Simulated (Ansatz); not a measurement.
Consider the ligand exchange at a Zr–F bond: `[OH][Zr]([F])([Cl])[Cl]` + NH₃ → `[NH2][Zr]([OH])([Cl])[Cl]` + H–F.

Isolated molecules relaxed with PBE0-D4/def2-TZVP in Ansatz; ΔE leaves out vibrations. CBS: MP2 limit from def2 TZ/QZ plus the TZ coupled-cluster correction, frozen cores. This one scheme is used for every species. Functionals use def2-TZVPP. B3LYP here is the variant with VWN-RPA as its local correlation; programs differ in this. Elements past krypton have def2 core potentials. For Zr outer-core shells are correlated without core-valence functions, which leaves a few kJ/mol of doubt a bond. One conformer a species, not always the lowest.

`[OH][Zr]([F])([Cl])[Cl]`:

```xyz
6

O    -0.925    0.843    0.756
Zr    0.335   -0.206   -0.172
F     2.066    0.220    0.457
Cl    0.206    0.260   -2.466
Cl   -0.096   -2.477    0.217
H    -1.586    1.360    1.209
```

NH₃:

Cartesian coordinates in Å:
```
N 0.116 -0.256 -0.019
H -0.277 0.044 -0.902
H -0.633 -0.230 0.663
H 0.794 0.443 0.258
```

`[NH2][Zr]([OH])([Cl])[Cl]`:

Z-matrix (Å, degrees):
```
Zr
O 1 1.895
Cl 1 2.363 2 112.3
N 1 2.005 2 105.6 3 118.7
Cl 1 2.363 2 112.3 3 -122.6
H 2 0.954 1 163.2 3 60.9
H 4 1.012 1 125.0 2 -179.8
H 4 1.011 1 125.7 2 0.2
```

H–F:

```xyz
2

F    -0.116   -0.427   -0.127
H     0.116    0.427    0.127
```

Problem. Is it downhill or uphill in electronic energy at CCSD(T)/CBS, and by how much? (Estimate.)

Solution. Ansatz gave: Uphill: ΔE = +24.4 kcal/mol.

Problem. What do these levels give: PBE-D4, B97M-V, PBE0-D4, B3LYP-D4, ωB97M-V, PBE-QIDH, BLYP, LC-ωPBE, HF/def2-SVP, HF/def2-TZVPP, SCS-MP2/def2-QZVPP, HF/CBS(def2)? (Best estimate.)

Solution. Ansatz gave: PBE-D4 26.3, B97M-V 28.8, PBE0-D4 25.5, B3LYP-D4 26.4, ωB97M-V 26.7, PBE-QIDH 25.2, BLYP 28.8, LC-ωPBE 28.5, HF/def2-SVP 28.7, HF/def2-TZVPP 28.0, SCS-MP2/def2-QZVPP 24.9, HF/CBS(def2) 28.5 kcal/mol.

Largest T1 diagnostic among the species: 0.016.

From PBE to PBE0 (25 % exact exchange), in def2-TZVPP and without D4, ΔE moves by −1.0 kcal/mol. At CCSD(T), def2-SVP lies +3.1 kcal/mol from the extrapolated value and def2-TZVPP +0.2 kcal/mol.
